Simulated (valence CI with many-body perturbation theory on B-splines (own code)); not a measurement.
Xe¹⁴⁺ in brief

Computed by configuration interaction combined with many-body perturbation theory (CI+MBPT): four valence electrons over a frozen Dirac-Fock core [Kr], a basis of 7 s, 7 p, 8 d, 6 f, 4 g, 1 h functions for each j, with the one-electron correlation potential Σ1 (screened to all orders), the two-electron term Σ2, the three-electron term Σ3, Breit, model QED; selected single and double excitations, second order for the rest, scaled by the run's own slope (own B-spline code, finite nucleus).

No measured spectrum was set against this ion. As an estimate, terms of the open shell hold to 2 to 4 % of their energy, and close levels can change places. Excitations out of the core, of the other parity, are not computed and may begin above about 63.6 eV (a cautious bound); beyond it only levels of the ground parity were kept, without lifetimes.

Names give the largest LS component (configuration and term), which can be under half, so a name can repeat, a term be missing and a line seem to break the LS rules; names also repeat where a configuration has a term twice.

Rates and lifetimes use the calculated energies. Strong lines usually hold to 10 to 20 %, long lifetimes can be off by a factor of two.

Task: What is the ground level?

Result: 4d⁴ ⁵D_0, composition 68 % 4d⁴ ⁵D + 28 % 4d⁴ ³P + 3 % 4d⁴ ¹S.

Task: What is the ionisation energy?

Result: 344.57 eV; NIST lists 343 ± 3 eV (theoretical).

Task: How is the term ⁵D of the ground level split?

Result: J = 0 at 0, J = 1 at 7800, J = 2 at 14883, J = 3 at 20641, J = 4 at 24781 cm⁻¹.

Task: How well does LS coupling describe the low levels?

Result: Among the lowest 20 levels the leading LS term, summed over configurations, holds 65 % on average. For single configurations the figures are 65 % in LS and 67 % in jj coupling. Terms mix most in the J = 3 level at 69345 cm⁻¹, where the leading one holds 39 %.
